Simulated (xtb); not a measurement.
CNO, SMILES [N]=C=O (connectivity only; charge and spin as stated), charge -1, multiplicity 1. All values are semi-empirical tight-binding results from xtb (GFN2-xTB unless named), good for trends rather than for accurate numbers. Geometry: GFN2-xTB. The spin state was assumed, not searched. The isomer is the one that the SMILES or the coordinates give; other isomers of the formula were not compared.

| Quantity | Value |
|---|---|
| point group as xtb finds it | C∞v |
| orbital gap | 7.03 eV |
| zero-point energy | 6.9 kcal/mol |
| G − E(el) at 298.15 K (modified RRHO) | -6.4 kcal/mol |
| static polarisability (D4 model) | 23.9 bohr³ |
| solvation energy, GFN2-xTB/ALPB(water) | -71.5 kcal/mol |
| solvation energy, GFN2-xTB/ALPB(benzene) | -55.7 kcal/mol |

Problem. Give the IR lines (harmonic; lines under 4 % of the strongest left out, lines within 3 cm⁻¹ merged). (Estimate from the structure and the level; the computed values follow.)

Solution. ν (cm⁻¹): 538 (m), 1318 (w), 2464 (vs) (against the strongest line: vs over 80 %, s over 45 %, m over 15 %, w over 4 %, vw less)
